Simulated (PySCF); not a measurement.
CH5IO2Si. Atoms are numbered in the order given.

```xyz
10

C      2.2754    -0.1148    -1.1722
Si     0.4690     0.3173    -1.1215
O     -0.4453    -0.5058    -2.2561
O      0.3620     1.9598    -1.3760
I     -0.4879    -0.3012     1.1073
H      2.8385     0.4893    -0.4346
H      2.6754     0.0976    -2.1849
H      2.4276    -1.1877    -0.9466
H     -1.0932    -1.1278    -1.8815
H     -0.5442     2.3085    -1.4500
```
Charge 0, spin multiplicity 1.

Geometry: PBE-D3(BJ)/def2-SVP. The structure was generated by enumeration, and PubChem lists no compound with its InChIKey, so it may never have been made. The def2 effective core potentials stand for the cores of I; spin–orbit coupling is left out. Other conformers were not sampled.

Calculation: PBE-D3(BJ)/def2-SVP (PySCF).

Frequencies are harmonic and unscaled.

| mode | ν (cm⁻¹) | IR (km/mol) | moving atoms (share of kinetic energy) |
|---|---|---|---|
| 1 | 57 | 51.9 | H 47 %, O 38 %, C 12 % |
| 2 | 131 | 1.3 | H 96 % |
| 3 | 165 | 13.9 | O 30 %, C 28 %, H 27 %, Si 8 % |
| 4 | 170 | 36.0 | H 45 %, O 38 % |
| 5 | 205 | 12.8 | O 47 %, I 27 %, H 18 % |
| 6 | 235 | 3.4 | H 31 %, O 31 %, Si 19 %, C 18 % |
| 7 | 270 | 41.2 | H 62 %, O 22 %, Si 11 % |
| 8 | 329 | 18.4 | H 35 %, Si 28 %, O 23 %, C 10 % |
| 9 | 374 | 121.1 | Si 38 %, O 34 %, H 24 % |
| 10 | 681 | 47.3 | C 42 %, H 22 %, Si 19 %, O 17 % |
| 11 | 733 | 59.8 | H 72 %, O 15 %, C 13 % |
| 12 | 750 | 38.7 | H 65 %, O 20 %, C 14 % |
| 13 | 805 | 161.5 | H 67 %, O 20 %, C 8 % |
| 14 | 814 | 371.8 | H 60 %, O 18 %, Si 14 %, C 9 % |
| 15 | 892 | 73.7 | H 42 %, Si 33 %, O 22 % |
| 16 | 938 | 115.9 | Si 47 %, O 39 %, H 13 % |
| 17 | 1221 | 28.6 | H 76 %, C 23 % |
| 18 | 1371 | 6.3 | H 96 % |
| 19 | 1376 | 1.7 | H 96 % |
| 20 | 2986 | 0.2 | H 97 % |
| 21 | 3089 | 0.5 | H 91 %, C 9 % |
| 22 | 3102 | 0.2 | H 91 %, C 9 % |
| 23 | 3758 | 86.7 | H 94 % |
| 24 | 3764 | 75.6 | H 94 % |
